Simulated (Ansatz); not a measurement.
Ba₂O₂, relaxed as a quintet with UKS PBE0-D4/def2-TZVP in Ansatz, starting from the PBE0-D4/def2-TZVP geometry of the neutral singlet. Force threshold 0.02 eV/Å.

In the def2 sets Ba takes a core potential; there is no spin–orbit coupling. The relaxation made no stability test and no search for a lower SCF solution. At PBE0-D4/def2-TZVP a singlet of charge 0 lies 5.24 eV below the quintet, each at its own geometry. The structure comes from a short search, and lower isomers may exist.

Start:

```csv
atom,x (Å),y (Å),z (Å)
Ba1,0.811,-0.702,-1.357
Ba2,-0.811,0.701,1.358
O3,1.175,0.726,0.327
O4,-1.176,-0.726,-0.327
```

Question: Estimate the energy that the relaxation releases and the steps that it takes.

Answer: 143.8 kJ/mol, in 10 steps; 52 s on 4 threads of Arm Neoverse V1 on a shared host. No frequencies were taken in this run, so the end may be a saddle point.

Question: Does the start keep its bonding and symmetry?

Answer: By distances, no bond broke or formed. The bond that changes most is Ba1–O4, from 2.24 to 2.58 Å (atoms count from 1). A close non-bonded pair moves further: O3–O4, from 2.84 to 2.15 Å. Point group D2h at the start, C2v at the end, both within 0.05 Å.

Question: Predict the relaxed structure.

Answer: 
```tsv
atom	x (Å)	y (Å)	z (Å)
Ba1	1.142	-0.838	-1.714
Ba2	-0.943	0.961	1.770
O3	0.790	0.488	0.220
O4	-0.989	-0.611	-0.276
```
Bond lengths (bridged metal pairs left out): 4 × Ba–O 2.37 to 2.58 Å.
